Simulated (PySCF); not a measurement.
Method: B3LYP-D3(BJ)/def2-TZVP // B3LYP-D3(BJ)/def2-SVP (PySCF 2.14.0). Isolated molecules, 0 K electronic values unless said otherwise. One relaxed conformer stands for a flexible species; it need not be the lowest. B3LYP has the VWN-RPA correlation part, as in Gaussian. Delta-SCF ions had no search for a lower state. 

Reference species (SMILES): `c1(F)cc(B)cs1` (neutral, multiplicity 1).

```json
{
 "LUMO": "-2.26 eV",
 "vertical ionisation energy (Delta-SCF)": "9.04 eV"
}
```

Changed species: `Bc1ccc(F)s1`.

Predict the effect on the LUMO and vertical ionisation energy (Delta-SCF).

the LUMO falls by 0.05 eV, to -2.31 eV; the vertical ionisation energy (Delta-SCF) rises by 0.14 eV, to 9.18 eV.
